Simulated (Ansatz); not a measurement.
`[SiH3]BCS[SiH3]` at its PBE0-D4/def2-TZVP geometry, where that method's forces vanish. Total charge 0; spin multiplicity 1.

```xyz
14

Si    1.9773    1.8087    0.5837
B     1.0370    0.9193   -0.9673
C    -0.1482   -0.0758   -0.8135
S    -0.8884   -0.1757    0.8452
Si   -2.1408   -1.8704    0.5667
H     3.0280    2.7666    0.1451
H     1.0075    2.5359    1.4492
H     2.6279    0.7497    1.4087
H     1.4204    1.0813   -2.0926
H    -0.9163    0.1054   -1.5735
H     0.3002   -1.0475   -1.0824
H    -1.3356   -3.0609    0.1803
H    -3.1403   -1.6244   -0.5077
H    -2.8287   -2.1123    1.8582
```

Question: What forces (eV/Å) does B3LYP-D4/def2-TZVPP give on these atoms in the Gaussian-basis code of Ansatz? (Best estimate.)

Answer: Computed: 
```
Si1  0.056  0.049  0.074
B2   0.072  0.047 -0.140
C3   0.113 -0.018 -0.306
S4  -0.066  0.077  0.277
Si5 -0.162 -0.200  0.002
H6  -0.062 -0.056  0.030
H7   0.069 -0.043 -0.055
H8  -0.035  0.069 -0.048
H9  -0.037 -0.010  0.119
H10  0.046 -0.018  0.040
H11 -0.036  0.046  0.004
H12 -0.058  0.072  0.022
H13  0.061 -0.024  0.067
H14  0.039  0.008 -0.085
```

B3LYP here is the variant with VWN-RPA as its local correlation; programs differ in this.
